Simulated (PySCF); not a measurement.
PBE0-D3(BJ)/def2-SVP geometry optimisation, IEF-PCM water with PySCF 2.14 and geomeTRIC: [Fe(NH3)5]3+, charge 3, multiplicity 6. Start (model start, shaken):

```
21

Fe    0.0000    0.0045   -0.0041
N    -0.0134   -0.0068    2.0001
H     0.9433    0.0201    2.3979
H    -0.4805    0.8235    2.4107
H    -0.4696   -0.8301    2.4049
N     0.0104   -0.0202   -2.0219
H    -0.9709   -0.0193   -2.4330
H     0.4677    0.7971   -2.4013
H     0.4735   -0.8189   -2.4431
N     2.0069   -0.0007    0.0017
H     2.3824    0.9352   -0.0147
H     2.3932   -0.4553    0.8040
H     2.4049   -0.4579   -0.8249
N    -1.0092    1.7467    0.0010
H    -1.2210    2.0842    0.9627
H    -0.5191    2.5040   -0.4694
H    -1.9191    1.7050   -0.4597
N    -1.0255   -1.7439    0.0086
H    -1.2055   -2.0728    0.9414
H    -1.8994   -1.6535   -0.4813
H    -0.4929   -2.4981   -0.4693
```

```json
{"step": "0", "E − E(start) / kcal mol⁻¹": "0.00", "largest force / Eh bohr⁻¹": "0.03760"}
{"step": "1", "E − E(start) / kcal mol⁻¹": "-8.37", "largest force / Eh bohr⁻¹": "0.00655"}
{"step": "2", "E − E(start) / kcal mol⁻¹": "-8.77", "largest force / Eh bohr⁻¹": "0.00452"}
{"step": "3", "E − E(start) / kcal mol⁻¹": "-8.93", "largest force / Eh bohr⁻¹": "0.00296"}
{"step": "4", "E − E(start) / kcal mol⁻¹": "-8.97", "largest force / Eh bohr⁻¹": "0.00155"}
{"step": "5", "E − E(start) / kcal mol⁻¹": "-9.01", "largest force / Eh bohr⁻¹": "0.00112"}
{"step": "6", "E − E(start) / kcal mol⁻¹": "-9.02", "largest force / Eh bohr⁻¹": "0.00131"}
{"step": "7", "E − E(start) / kcal mol⁻¹": "-9.04", "largest force / Eh bohr⁻¹": "0.00198"}
{"step": "8", "E − E(start) / kcal mol⁻¹": "-9.05", "largest force / Eh bohr⁻¹": "0.00173"}
{"step": "9", "E − E(start) / kcal mol⁻¹": "-9.05", "largest force / Eh bohr⁻¹": "0.00152"}
{"step": "10", "E − E(start) / kcal mol⁻¹": "-9.06", "largest force / Eh bohr⁻¹": "0.00060"}
{"step": "11", "E − E(start) / kcal mol⁻¹": "-9.07", "largest force / Eh bohr⁻¹": "0.00049"}
{"step": "12", "E − E(start) / kcal mol⁻¹": "-9.07", "largest force / Eh bohr⁻¹": "0.00111"}
{"step": "13", "E − E(start) / kcal mol⁻¹": "-9.08", "largest force / Eh bohr⁻¹": "0.00207"}
{"step": "14", "E − E(start) / kcal mol⁻¹": "-9.11", "largest force / Eh bohr⁻¹": "0.00263"}
{"step": "15", "E − E(start) / kcal mol⁻¹": "-9.19", "largest force / Eh bohr⁻¹": "0.00284"}
{"step": "16", "E − E(start) / kcal mol⁻¹": "-9.24", "largest force / Eh bohr⁻¹": "0.00524"}
{"step": "17", "E − E(start) / kcal mol⁻¹": "-9.47", "largest force / Eh bohr⁻¹": "0.00388"}
{"step": "18", "E − E(start) / kcal mol⁻¹": "-9.76", "largest force / Eh bohr⁻¹": "0.00361"}
{"step": "19", "E − E(start) / kcal mol⁻¹": "-10.15", "largest force / Eh bohr⁻¹": "0.00959"}
{"step": "20", "E − E(start) / kcal mol⁻¹": "-10.59", "largest force / Eh bohr⁻¹": "0.00345"}
{"step": "21", "E − E(start) / kcal mol⁻¹": "-10.69", "largest force / Eh bohr⁻¹": "0.00228"}
{"step": "22", "E − E(start) / kcal mol⁻¹": "-10.77", "largest force / Eh bohr⁻¹": "0.00082"}
{"step": "23", "E − E(start) / kcal mol⁻¹": "-10.81", "largest force / Eh bohr⁻¹": "0.00093"}
{"step": "24", "E − E(start) / kcal mol⁻¹": "-10.83", "largest force / Eh bohr⁻¹": "0.00073"}
{"step": "25", "E − E(start) / kcal mol⁻¹": "-10.84", "largest force / Eh bohr⁻¹": "0.00067"}
{"step": "26", "E − E(start) / kcal mol⁻¹": "-10.85", "largest force / Eh bohr⁻¹": "0.00065"}
{"step": "27", "E − E(start) / kcal mol⁻¹": "-10.85", "largest force / Eh bohr⁻¹": "0.00046"}
{"step": "28", "E − E(start) / kcal mol⁻¹": "-10.86", "largest force / Eh bohr⁻¹": "0.00040"}
```

The optimisation met its thresholds. End point:

```
21

Fe   -0.0081    0.0090    0.0117
N    -0.1960    0.2674    2.1011
H     0.3286    1.0795    2.4429
H    -1.1695    0.4098    2.3900
H     0.1476   -0.5424    2.6278
N     0.1571   -0.2344   -2.0877
H    -0.7511   -0.1971   -2.5614
H     0.7383    0.4907   -2.5209
H     0.5790   -1.1333   -2.3434
N     2.0189   -0.3020    0.2310
H     2.4313    0.2837    0.9648
H     2.2111   -1.2763    0.4921
H     2.5518   -0.1216   -0.6262
N    -0.7489    1.9123   -0.3167
H    -1.1308    2.3542    0.5252
H    -0.0158    2.5375   -0.6704
H    -1.4975    1.9162   -1.0184
N    -1.2674   -1.6251    0.0664
H    -1.4642   -1.9554    1.0165
H    -2.1744   -1.4070   -0.3623
H    -0.8838   -2.4229   -0.4518
```

Metal–donor distances, start → end: N2 2.004 → 2.114 Å, N6 2.018 → 2.120 Å, N10 2.007 → 2.062 Å, N14 2.013 → 2.069 Å, N18 2.027 → 2.064 Å.

No frequencies were computed, so the end point may be a saddle point.

The job took 38 min on one thread of Intel Xeon Platinum 8259CL @ 2.50GHz (shared host), with 176 basis functions and a peak of 1.7 GiB, launched as `OMP_NUM_THREADS=1 python lf_run.py task.json out`.
